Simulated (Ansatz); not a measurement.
Cost and result for the atomization energy of C$_{3}$H$_{3}$NSZn (`S=CN1C=[C]1[ZnH]`) (9 atoms, 9 bonds).

| atom | x (Å) | y (Å) | z (Å) |
| --- | --- | --- | --- |
| S1 | -2.790 | 0.357 | 0.950 |
| C2 | -1.343 | -0.391 | 0.994 |
| N3 | -0.573 | -0.663 | -0.090 |
| C4 | -0.458 | 0.198 | -1.212 |
| C5 | 0.676 | 0.069 | -0.600 |
| Zn6 | 2.524 | 0.253 | -0.164 |
| H7 | -0.942 | -0.815 | 1.916 |
| H8 | -1.096 | 0.591 | -1.984 |
| H9 | 4.001 | 0.401 | 0.190 |

The species carries charge 0 and has multiplicity 1. For Zn the d shell is correlated and the shells below it are frozen. Scalar relativity is left out up to krypton. The structure was optimised at the PBE0-D4/def2-TZVP level. It is one conformer, not always the lowest. Program: Ansatz. All runs use 4 threads of an Arm Neoverse V1 on a shared host. Times are those of one run each, without the atoms' runs, and a repeat can differ threefold. Electronic energies, without spin–orbit coupling; frozen cores. CCSD(T)/CBS adds CCSD(T) − MP2 in def2-TZVPP to the MP2 limit, and its time is that of the two runs behind it. T1 = 0.019; the RHF reference is unstable towards UHF. With those shells the extrapolation isn't a true limit. B3LYP takes the VWN-RPA correlation (the form of Gaussian; ORCA's B3LYP/G).

CCSD(T)/CBS is a level of theory with its own doubt, some kJ/mol a heavy atom from the limit and from the frozen cores, so smaller differences don't rank the functionals.

```csv
level,functions,wall time
PBE-D4/def2-TZVPP (with forces),272,3.6 s
PBE0-D4/def2-TZVPP,272,5 s
CAM-B3LYP-D4/def2-TZVPP,272,6 s
r2SCAN-D4/def2-TZVPP (with forces),272,7 s
r2SCANh-D4/def2-TZVPP,272,7.5 s
B3LYP-D4/def2-TZVPP (with forces),272,8 s
B2PLYP/def2-TZVPP,272,11 s
CCSD(T)/def2-SVP,120,11 s
ωB97X-V/def2-TZVPP,272,12 s
ωB97M-V/def2-TZVPP (with forces),272,18 s
MP2/def2-QZVPP,488,39 s
CCSD(T)/def2-TZVPP,272,5.2 min
CCSD(T)/CBS(def2),–,5.8 min
```

Q: What atomization energy does each give, and how far from CCSD(T)/CBS? (Estimate.)

A: The calculation gave: 
```json
{"level": "PBE-D4/def2-TZVPP (with forces)", "atomization (kcal/mol)": "796.4", "difference from CCSD(T)/CBS": "50.2", "per bond": "5.6"}
{"level": "PBE0-D4/def2-TZVPP", "atomization (kcal/mol)": "766.0", "difference from CCSD(T)/CBS": "19.8", "per bond": "2.2"}
{"level": "CAM-B3LYP-D4/def2-TZVPP", "atomization (kcal/mol)": "751.6", "difference from CCSD(T)/CBS": "5.4", "per bond": "0.6"}
{"level": "r2SCAN-D4/def2-TZVPP (with forces)", "atomization (kcal/mol)": "761.6", "difference from CCSD(T)/CBS": "15.4", "per bond": "1.7"}
{"level": "r2SCANh-D4/def2-TZVPP", "atomization (kcal/mol)": "751.6", "difference from CCSD(T)/CBS": "5.4", "per bond": "0.6"}
{"level": "B3LYP-D4/def2-TZVPP (with forces)", "atomization (kcal/mol)": "750.2", "difference from CCSD(T)/CBS": "4.0", "per bond": "0.4"}
{"level": "B2PLYP/def2-TZVPP", "atomization (kcal/mol)": "742.1", "difference from CCSD(T)/CBS": "-4.1", "per bond": "-0.5"}
{"level": "CCSD(T)/def2-SVP", "atomization (kcal/mol)": "700.7", "difference from CCSD(T)/CBS": "-45.5", "per bond": "-5.1"}
{"level": "ωB97X-V/def2-TZVPP", "atomization (kcal/mol)": "756.4", "difference from CCSD(T)/CBS": "10.2", "per bond": "1.1"}
{"level": "ωB97M-V/def2-TZVPP (with forces)", "atomization (kcal/mol)": "755.8", "difference from CCSD(T)/CBS": "9.6", "per bond": "1.1"}
{"level": "MP2/def2-QZVPP", "atomization (kcal/mol)": "766.7", "difference from CCSD(T)/CBS": "20.5", "per bond": "2.3"}
{"level": "CCSD(T)/def2-TZVPP", "atomization (kcal/mol)": "721.0", "difference from CCSD(T)/CBS": "-25.2", "per bond": "-2.8"}
{"level": "CCSD(T)/CBS(def2)", "atomization (kcal/mol)": "746.2", "difference from CCSD(T)/CBS": "0.0", "per bond": "0.0"}
```

The D4 term adds +9.4 kcal/mol with B3LYP and +4.9 kcal/mol with PBE0; it sums over pairs of atoms, weighted by their polarisabilities, and B3LYP, whose exchange is more repulsive, gets the larger term. In def2-TZVPP, CCSD(T) changes the Hartree–Fock value by +251.1 kcal/mol (the triples alone add +23.7 kcal/mol) and MP2 by +281.7 kcal/mol; breaking electron pairs costs correlation energy, which Hartree–Fock lacks. From r2SCAN to r2SCAN0 (25 % exact exchange), in def2-TZVPP and without D4, the atomization energy moves by −24.7 kcal/mol: exact exchange takes away binding that semilocal exchange gives to molecules.
